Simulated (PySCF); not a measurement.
Two-component Hartree-Fock for Cr¹⁵⁺ (chromium, charge +15)

Start: [He] 2s2 2p5; 2p1/2 filled at m_j = +1/2; 2p3/2 filled at m_j = -3/2, -1/2, +1/2, +3/2. Calculated with PySCF 2.14 in an even-tempered Gaussian basis (18 s from 3 bohr⁻², ratio 2.4; 11 p from 3.9 bohr⁻², ratio 2.4; 5 d from 18 bohr⁻², ratio 2.6; 5 f from 28 bohr⁻², ratio 2.6): generalised Hartree-Fock with the X2C-1e Hamiltonian and a Gaussian nucleus; one run each with spin-orbit coupling (SO) screened by Boettger's factors, then bare. This is a chosen level, not necessarily the ground level.

```
spinor shell  electrons  ε, screened SO (eV)  ε, bare SO (eV)  weight of nominal j (bare SO)  rms radius, bare SO (bohr)
       1s1/2          2              -6594.4          -6594.4                          1.000                      0.0732
       2s1/2          2              -1208.5          -1208.5                          1.000                       0.307
       2p1/2          1              -1116.0          -1116.6                          1.000                       0.273
       2p3/2          4              -1101.3          -1101.0                          1.000                       0.276
```

| quantity | screened SO | bare SO |
| --- | --- | --- |
| E (hartree) | -925.90414 | -925.88545 |
| M_J | 1/2 | 1/2 |
| ⟨J²⟩ | 0.750 | 0.750 |
| ⟨L²⟩ | 2.001 | 2.001 |
| ⟨S²⟩ | 0.750 | 0.750 |

Each row is a mean over spinors that exchange with the open shell spreads, by up to 6.234 eV (2s1/2).
